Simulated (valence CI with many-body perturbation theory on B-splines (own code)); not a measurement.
# Energy levels of I20+

Computed by configuration interaction combined with many-body perturbation theory (CI+MBPT): five valence electrons over a frozen Dirac-Fock core [Ar] 3d10, a basis of 11 s, 11 p, 10 d, 8 f, 5 g, 2 h functions for each j, with the one-electron correlation potential Σ1, the two-electron term Σ2, the three-electron term Σ3, Breit, model QED; selected CI, second order for the rest, scaled by the run's own slope (own B-spline code, finite nucleus).

No measured levels were compared; by estimate levels hold to about 250 cm⁻¹ or 0.2 % of their energy and the worst to 1 %, as in measured heavy ions of charge 2 to 7; those with d or f electrons hold less well. Among the levels kept, up to 2100 cm⁻¹ of a level comes from second order outside the variational space, and about a tenth of that is noise between levels of different J, which matters for small intervals.

Levels 46 to 90 of 168, with energies above the lowest level, 4s²4p³ ⁴S°_3/2. "Leading %" is the weight of the configuration and term that name the level; weights of strongly mixed levels are sums over their largest components and can fall short. Lifetimes count E1, E2, E3, M1 and M2 decay at the calculated energies, and are blank where another channel may lead or the interval is too uncertain; long ones can be off by a factor of two.

```
No.  Configuration  Term     J  E (eV)  Leading %  Second component      g  Lifetime
 46        4s4p³4d   ⁶D°   7/2  138.00         64  14 % 4s4p³4d ⁴D°  1.483    366 ps
 47        4s4p³4d   ⁶D°   9/2  139.75         73  21 % 4s4p³4d ⁴F°  1.488    526 ps
 48        4s4p³4d   ⁴F°   3/2  143.43         48  20 % 4s4p³4d ⁴D°  0.787   65.1 ps
 49        4s4p³4d   ⁴D°   5/2  144.55         40  16 % 4s4p³4d ⁶D°  1.324   55.9 ps
 50            4p⁵   ²P°   1/2  146.18         64  28 % 4s4p³4d ²P°  0.665   25.1 ps
 51        4s4p³4d   ⁴D°   7/2  148.74         38  20 % 4s4p³4d ⁶D°  1.315   53.3 ps
 52        4s4p³4d   ⁴G°   5/2  148.84         53  11 % 4s4p³4d ⁴F°  0.784   46.5 ps
 53        4s4p³4d   ⁴D°   3/2  150.04         56  22 % 4s4p³4d ⁴F°  1.023   78.8 ps
 54        4s4p³4d   ⁴D°   1/2  150.18         82                    0.206   73.4 ps
 55        4s4p³4d   ⁴F°   5/2  150.94         56  24 % 4s4p³4d ⁴D°  1.156   57.8 ps
 56        4s4p³4d   ⁴D°   1/2  151.31         38  21 % 4s4p³4d ⁴P°  1.252   23.2 ps
 57        4s4p³4d   ⁴G°   7/2  151.52         40  25 % 4s4p³4d ⁴D°  1.166   65.4 ps
 58        4s4p³4d   ⁴F°   7/2  152.40         76   6 % 4s4p³4d ⁶D°  1.267   41.1 ps
 59        4s4p³4d   ⁴D°   1/2  153.89         44  19 % 4s4p³4d ²S°  1.094   27.5 ps
 60        4s4p³4d   ⁴G°   9/2  154.25         62  17 % 4s4p³4d ⁴F°  1.252    106 ps
 61        4s4p³4d   ⁴F°   9/2  155.89         86   5 % 4s4p³4d ²G°  1.322    117 ps
 62        4s4p³4d   ²G°   7/2  155.95         44  19 % 4s4p³4d ⁴D°  1.095   44.9 ps
 63        4s4p³4d   ⁴D°   3/2  156.10         62   9 % 4s4p³4d ⁴P°  1.250   15.2 ps
 64        4s4p³4d   ²D°   5/2  156.47         24  21 % 4s4p³4d ²F°  1.157   10.6 ps
 65        4s4p³4d   ⁴P°   3/2  156.94         28  11 % 4s4p³4d ²D°  1.414   11.2 ps
 66        4s4p³4d   ⁴G°  11/2  158.46         95                    1.272    102 ps
 67        4s4p³4d   ²G°   9/2  159.33         66  12 % 4s4p³4d ⁴G°  1.158    104 ps
 68        4s4p³4d   ⁴P°   1/2  161.63         36  14 % 4s4p³4d ²S°  1.606   11.7 ps
 69        4s4p³4d   ⁴P°   5/2  161.69         50   8 % 4s4p³4d ⁴D°  1.414   4.62 ps
 70        4s4p³4d   ²G°   7/2  162.09         26  20 % 4s4p³4d ⁴G°  1.129   8.36 ps
 71        4s4p³4d   ⁴F°   3/2  162.13         62  17 % 4s4p³4d ²D°  0.609   17.0 ps
 72        4s4p³4d   ⁴F°   5/2  162.56         43  12 % 4s4p³4d ⁴G°  0.965   24.5 ps
 73        4s4p³4d   ⁴D°   1/2  163.08         29  26 % 4s4p³4d ²S°  1.191   8.86 ps
 74        4s4p³4d   ²D°   3/2  163.44         25  24 % 4s4p³4d ⁴S°  1.409   4.57 ps
 75        4s4p³4d   ⁴D°   5/2  164.32         60  18 % 4s4p³4d ⁴P°  1.366   10.4 ps
 76        4s4p³4d   ²D°   3/2  164.60         30  20 % 4s4p³4d ⁴D°  0.923   8.05 ps
 77        4s4p³4d   ⁴P°   3/2  165.65         49  17 % 4s4p³4d ²D°  1.367   5.56 ps
 78        4s4p³4d   ⁴D°   7/2  165.82         36  22 % 4s4p³4d ⁴F°  1.212   16.3 ps
 79        4s4p³4d   ⁴P°   5/2  165.83         37  35 % 4s4p³4d ²D°  1.320   11.3 ps
 80        4s4p³4d   ⁴D°   7/2  166.21         41  19 % 4s4p³4d ²F°  1.249   5.34 ps
 81        4s4p³4d   ²G°   9/2  167.02         50  18 % 4s4p³4d ⁴F°  1.178   40.6 ps
 82        4s4p³4d   ²F°   5/2  167.29         24  21 % 4s4p³4d ⁴D°  1.176   6.49 ps
 83        4s4p³4d   ²F°   7/2  167.75         53  14 % 4s4p³4d ⁴D°  1.174   8.26 ps
 84        4s4p³4d   ⁴S°   3/2  167.76         38  27 % 4s4p³4d ²P°  1.616   4.77 ps
 85        4s4p³4d   ²D°   5/2  168.06         39  16 % 4s4p³4d ⁴D°  1.208   10.1 ps
 86        4s4p³4d   ²P°   1/2  168.77         37  24 % 4s4p³4d ⁴P°  1.218   3.15 ps
 87        4s4p³4d   ²D°   3/2  170.28         31  19 % 4s4p³4d ⁴D°  1.093   5.17 ps
 88        4s4p³4d   ²F°   7/2  170.48         27  22 % 4s4p³4d ²G°  1.149   10.6 ps
 89        4s4p³4d   ⁴D°   7/2  171.55         44  19 % 4s4p³4d ²F°  1.268   9.99 ps
 90        4s4p³4d   ⁴D°   5/2  171.69         34  15 % 4s4p³4d ⁴P°  1.250   4.17 ps
```

Names give the largest LS component (configuration and term), which can be under half, so a name can repeat, a term be missing and a line seem to break the LS rules; names also repeat where a configuration has a term twice.

Where two levels of one J and parity lie close, their mixing, g and order are uncertain.
